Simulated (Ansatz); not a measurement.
`O[SiH](F)[SiH3]` + H₂Te → `O[SiH]([SiH3])[TeH]` + H–F at 700 K and 1 bar (ligand exchange at the Si–F bond).

Program: Ansatz. Geometries: PBE0-D4/def2-TZVP. ΔE: electronic, gas phase. CBS: MP2 limit from def2 TZ/QZ plus the TZ coupled-cluster correction, frozen cores. This one scheme is used for every species. Elements past krypton have def2 core potentials. For Te outer-core shells are correlated without core-valence functions, which leaves a few kJ/mol of doubt a bond. Each species was taken in one conformer, which may not be the lowest.

```
              species  CCSD(T)/CBS energy (Eh)  H − E (kJ/mol)  S (J/(mol·K))
    `O[SiH](F)[SiH3]`               -756.23815           208.1          452.3
                 H₂Te               -268.91024            57.2          261.6
`O[SiH]([SiH3])[TeH]`               -924.72516           231.6          518.4
                  H–F               -100.39570            45.2          198.5
```

H − E and S are ideal-gas, rigid-rotor, harmonic terms from PBE0-D4/def2-TZVP, for one conformer and one mirror image of each species. 1 Eh = 2625.50 kJ/mol, R = 8.31446 J/(mol·K).

Problem. By hand: ΔE, ΔH, ΔS and ΔG.

Solution. ΔE = (-924.72516) + (-100.39570) − (-756.23815) − (-268.91024) = 0.02753 Eh = 72.3 kJ/mol. Δ(H − E) = 231.6 + 45.2 − 208.1 − 57.2 = 11.5, so ΔH = 83.8 kJ/mol. ΔS = 518.4 + 198.5 − 452.3 − 261.6 = 3.0 J/(mol·K). ΔG = 83.8 − 700 × (3.0)/1000 = 81.7 kJ/mol.

Problem. By hand: the equilibrium constant, and the temperature at which ΔG would vanish if ΔH and ΔS stayed fixed.

Solution. log₁₀ K = −ΔG/(RT ln 10) = -6.1. ΔG = 0 at ΔH/ΔS = 27933 K, far beyond where these terms or the molecules hold.

The number of gas molecules stays the same, so ΔS is small and ΔH decides. A doubt of 5 kJ/mol in ΔE shifts log₁₀ K by 0.4 here. Other conformers and mirror images would add mixing entropy, several J/(mol·K) or more a flexible species. These are equilibria of isolated gas molecules and say nothing of rates. Largest T1 diagnostic: 0.013 (customary marks: 0.02 for closed shells, 0.045 for open ones).
